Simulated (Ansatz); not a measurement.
`CC(C)[NH][GeH3]`, 16 atoms. Total charge 0; spin multiplicity 1. Correlated methods include outer-core shells of Ge, which these sets cover unevenly. Scalar relativity is left out up to krypton. All runs use 4 threads of an AMD EPYC 9R45 on a shared host. Correlated methods freeze the cores.

Question: How many basis functions does each run have, and how long does it take in Ansatz? RKS PBE0-D4/def2-TZVP frequencies; RKS BHLYP-D4/def2-TZVPP energy; RKS PBE0-D4/def2-TZVPP energy; RHF-MP2/def2-TZVPP energy; RKS CAM-B3LYP-D4/def2-TZVPP energy; RKS ωB97M-V/def2-QZVPP energy; RKS ωB97M-V/def2-SVP energy; RKS revPBE-D4/def2-TZVPP energy; RKS PBE0-D4/def2-TZVP relaxation (8 steps); direct RPA on PBE orbitals/def2-TZVPP energy; RHF-MP2/def2-QZVPP energy; RKS PBE0-D4/def2-SVP energy. (Best estimate.)

Answer: Ansatz gave: Other jobs shared the machine, so times are rough.

```tsv
level	job	functions	wall time	peak host memory (GiB)
RKS PBE0-D4/def2-SVP	energy	143	0.8 s	0.44
RKS revPBE-D4/def2-TZVPP	energy	326	1.4 s	0.53
RKS ωB97M-V/def2-SVP	energy	143	2.5 s	0.58
RKS BHLYP-D4/def2-TZVPP	energy	326	2.6 s	1.2
RKS PBE0-D4/def2-TZVPP	energy	326	2.9 s	1.1
RHF-MP2/def2-TZVPP	energy	326	3.3 s	1.1
RKS CAM-B3LYP-D4/def2-TZVPP	energy	326	3.3 s	1.3
direct RPA on PBE orbitals/def2-TZVPP	energy	326	3.5 s	1.1
RKS ωB97M-V/def2-QZVPP	energy	647	13 s	3.7
RKS PBE0-D4/def2-TZVP	relaxation (8 steps)	238	21 s	0.8
RHF-MP2/def2-QZVPP	energy	647	35 s	6.7
RKS PBE0-D4/def2-TZVP	frequencies	238	2.4 min	0.82
```
